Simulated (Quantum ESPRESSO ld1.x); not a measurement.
Species: the palladium ion Pd2+. Configuration: [Kr] 4d8 (the NIST ground configuration). Calculated with ld1.x of Quantum ESPRESSO 7.5: scalar-relativistic Kohn-Sham, relativistic LDA (MacDonald-Vosko exchange, VWN5 correlation), spin-unpolarised, spherical densities, point nucleus.

Unscreened Slater integrals over Kohn-Sham orbitals (hartree).

integral,value
"F0(4d,4d)",0.66071
"F2(4d,4d)",0.32724
"F4(4d,4d)",0.21312
"F0(4d,4p)",0.74574
"F2(4d,4p)",0.36416
"G1(4d,4p)",0.45696
"G3(4d,4p)",0.27837
"F0(4d,4s)",0.76946
"G2(4d,4s)",0.33373
"F0(4d,3d)",0.90104
"F2(4d,3d)",0.16985
"F4(4d,3d)",0.074121
"G0(4d,3d)",0.053348
"G2(4d,3d)",0.061382
"G4(4d,3d)",0.046581
"F0(4d,3p)",0.89316
"F2(4d,3p)",0.17049
"G1(4d,3p)",0.036058
"G3(4d,3p)",0.036549
"F0(4p,4p)",0.87110
"F2(4p,4p)",0.45561
"F0(4p,4s)",0.90918
"G1(4p,4s)",0.61585
"F0(4p,3d)",1.1313
"F2(4p,3d)",0.26680
"G1(4p,3d)",0.084843
"G3(4p,3d)",0.082649
"F0(4p,3p)",1.1233
"F2(4p,3p)",0.27946
"G0(4p,3p)",0.071015
"G2(4p,3p)",0.084574
"F0(4s,4s)",0.95329
"F0(4s,3d)",1.2174
"G2(4s,3d)",0.099246
"F0(4s,3p)",1.2083
"G1(4s,3p)",0.098374
"F0(3d,3d)",2.5403
"F2(3d,3d)",1.2615
"F4(3d,3d)",0.80381
"F0(3d,3p)",2.4339
"F2(3d,3p)",1.1759
"G1(3d,3p)",1.3576
"G3(3d,3p)",0.86873
"F0(3p,3p)",2.3727
"F2(3p,3p)",1.1944

Derived for the open shells (J is the average intra-shell exchange parameter used in DFT+U). 4d: Racah B = F2/49 - 5 F4/441 = 0.004262 hartree, C = 35 F4/441 = 0.01691 hartree, C/B = 3.97, F4/F2 = 0.651, J = (F2 + F4)/14 = 0.03860 hartree.
